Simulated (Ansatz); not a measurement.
A structure relaxed at r2SCAN-D4/def2-SVP in Ansatz, charge 1, singlet:

```xyz
7

Li   -1.902    0.495    0.068
Li    1.585   -0.882    0.285
Li   -1.598   -3.781    1.414
Li    1.134    2.487   -1.103
Br    2.780    0.850   -0.616
Br   -1.224    2.495   -0.815
Br   -0.774   -1.665    0.767
```

Task: Give its formula.

Result: the cluster Li4Br3⁺.

Task: Summarise the bond lengths by kind (pairs closer than 1.2 times the sum of covalent radii, bridged metal pairs left out).

Result: 7 × Br–Li 2.29 to 2.54 Å.

Another isomer (singlet) lies 0.90 eV lower at PBE0-D4/def2-TZVP; other spin states weren't run for this one.
